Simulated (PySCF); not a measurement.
Bonds (- single, = double, # triple, : aromatic): B1-O2 1.628 Å, O2-C3 1.453 Å, C3-C4 1.528 Å, C4-C5 1.523 Å, C5-F6 1.335 Å, C5-O2 1.433 Å. B1 carries H7, H8, H9; C3 carries H10, H11; C4 carries H12, H13; C5 carries H14. Formal charges: B1 -1, O2 +1. Stereochemistry as in [BH3-][O+]1CC[C@@H]1F. H10, H12 are cis to F6 on the ring; H11, H13 are trans to F6 on the ring.

Geometry: PBE0-D3(BJ)/def2-SVP; GIAO shifts from PySCF 2.14.0 with density-fitted response routines, gas phase, non-relativistic, averaged over equivalent atoms.

At PBE0/def2-SVP (124 basis functions, 16 s wall time on 1 thread of an Arm Neoverse N1, shared host):
```
   atoms  δ (ppm)
      B1     -1.9
      O2     81.6
      C5    113.1
      C3     68.1
      C4     24.0
      F6   -104.4
     H14     5.34
     H10     4.30
     H11     4.08
H7/H8/H9     3.10
     H13     2.19
     H12     2.19
```

Scale: ¹¹B (110.67 ppm) against BF3·OEt2; ¹⁷O (343.04 ppm) vs H2O; ¹³C (193.72 ppm) and ¹H (31.34 ppm) against TMS; ¹⁹F (214.64 ppm) vs CFCl3 (reference shieldings calculated alike).

What do these become at PBE0/aug-cc-pVDZ?

## Answers


| atoms | δ at PBE0/aug-cc-pVDZ | change |
| --- | --- | --- |
| B1 | 0.4 | +2.3 |
| O2 | 82.9 | +1.3 |
| C5 | 114.1 | +1.0 |
| C3 | 70.4 | +2.3 |
| C4 | 26.6 | +2.6 |
| F6 | -116.2 | -11.8 |
| H14 | 5.83 | +0.49 |
| H10 | 4.60 | +0.30 |
| H11 | 4.39 | +0.31 |
| H7/H8/H9 | 3.21 | +0.11 |
| H13 | 2.65 | +0.46 |
| H12 | 2.51 | +0.32 |

Shifts are taken against calculated references (same method and geometry level): ¹¹B (110.17 ppm) vs BF3·OEt2; ¹⁷O (335.91 ppm) vs H2O; ¹³C (195.12 ppm) and ¹H (31.39 ppm) vs TMS; ¹⁹F (194.15 ppm) against CFCl3.

The largest change is at F6 (fluorine on an sp3 carbon). Cost: 210 basis functions, 40 s wall time on 1 thread of an Arm Neoverse N1, shared host. The order of the carbon signals is the same at both levels.

Unscaled 19F shifts against computed CFCl3 carry errors that often reach 10 to 50 ppm. Experimental scales use liquid or dissolved standards, which lie at an offset from isolated H2O (liquid H2O: subtract about 36 ppm).
